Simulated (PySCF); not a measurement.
Numbering as in the mapped SMILES `[O:1]=[CH:2][SiH2:3][SH:4]` (H(Xn): hydrogen on atom n).

Geometry: PBE0-D3(BJ)/def2-SVP; GIAO shifts from PySCF, gas phase, non-relativistic, averaged over equivalent atoms.

At PBE0/pcSseg-1 (102 basis functions, 6.2 s wall time on 1 thread of an Arm Neoverse V1, shared host):
```tsv
atoms	δ (ppm)
O1	881.0
C2	236.6
Si3	-37.2
S4	-354.3
H(C2)	11.78
H(Si3)	4.97
H(S4)	2.40
```

Referencing at the same level of theory: H2O for ¹⁷O (σ = 334.56 ppm); TMS for ¹³C (σ = 184.41 ppm), ²⁹Si (σ = 351.99 ppm), ¹H (σ = 31.27 ppm); ³³S (σ = 495.66 ppm) against CS2.

Problem. Predict the values at WP04/pcSseg-2 on the same geometry.

Solution. 
| atoms | δ at WP04/pcSseg-2 | change |
| --- | --- | --- |
| O1 | 803.0 | -78.0 |
| C2 | 244.7 | +8.1 |
| Si3 | -35.7 | +1.5 |
| S4 | -303.6 | +50.7 |
| H(C2) | 11.46 | -0.32 |
| H(Si3) | 4.41 | -0.56 |
| H(S4) | 2.30 | -0.10 |

Chemical shifts δ = σref − σ; ¹⁷O (σ = 314.06 ppm) vs H2O; ¹³C (σ = 172.10 ppm), ²⁹Si (σ = 328.00 ppm), ¹H (σ = 31.61 ppm) vs TMS; CS2 for ³³S (σ = 468.55 ppm), all at this level.

The largest change is at O1 (carbonyl oxygen). Cost: 214 basis functions, 15 s wall time on 1 thread of an Arm Neoverse V1, shared host.

Unscaled 17O shifts of doubly bonded oxygen tend to come out too high, by tens of ppm or more. Experimental scales use liquid or dissolved standards, which lie at an offset from isolated H2O (liquid H2O: subtract about 36 ppm).
